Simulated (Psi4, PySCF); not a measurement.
Psi4 was given this input:
```
memory 2 GB

molecule mol {
1 2
  F    -0.000000   -0.000000   -0.646773
  F     0.000000    0.000000    0.646773
}

set basis 6-31g**
set reference uks
set scf_type pk
set puream true
set d_convergence 1e-8
set dft_radial_points 99
set dft_spherical_points 590

energy('pbe0')
print_variables()
```

### Question
Give the equivalent PySCF input.

### Answer
One answer among several that fit: 
```python
from pyscf import gto, scf, dft

mol = gto.Mole()
mol.atom = '''
    F    -0.00000000   -0.00000000   -0.64677315
    F     0.00000000    0.00000000    0.64677315
'''
mol.basis = '6-31g**'
mol.charge = 1
mol.spin = 1
mol.verbose = 4
mol.build()

mf = dft.UKS(mol)
mf.xc = 'pbe0'
mf.grids.atom_grid = (99, 590)
mf.grids.prune = None
mf.kernel()
```

Both were run: Psi4 gave -198.746262 Eh and PySCF -198.746262 Eh, 0.000 mEh apart.
